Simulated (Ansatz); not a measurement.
Be₂Se₂⁺. Total charge 1; doublet. Geometry PBE0-D4/def2-TZVP, basis def2-TZVP, Ansatz.

```xyz
4

Be    1.0314   -0.2148    0.0165
Be   -1.0313    0.2152   -0.0162
Se   -0.2371   -1.0278    1.4361
Se    0.2370    1.0273   -1.4364
```

| run | HOMO (eV) | LUMO (eV) |
| --- | --- | --- |
| A | -12.27 | -10.84 |
| B | -14.83 | -8.60 |
| C | -13.08 | -10.36 |
| D | -11.98 | -11.08 |
| E | -12.35 | -11.00 |
| F | -12.82 | -10.56 |

B3LYP takes the VWN-RPA correlation. The structure comes from a short search, and lower isomers may exist.

HOMO and LUMO are taken over both spins.

The runs used B3LYP, B97M-V, PBE, PBE0, r2SCAN, ωB97X-V. Estimate which is which.

A B97M-V (0 % exact exchange); B ωB97X-V (range-separated); C PBE0 (25 % exact exchange); D PBE (0 % exact exchange); E r2SCAN (0 % exact exchange); F B3LYP (20 % exact exchange). Exact exchange lowers occupied and raises empty levels; among semilocal functionals meta-GGAs tend to open the gap a little, and such runs are hard to tell apart. The gap grows from 0.89 eV (PBE) to 6.23 eV (ωB97X-V).
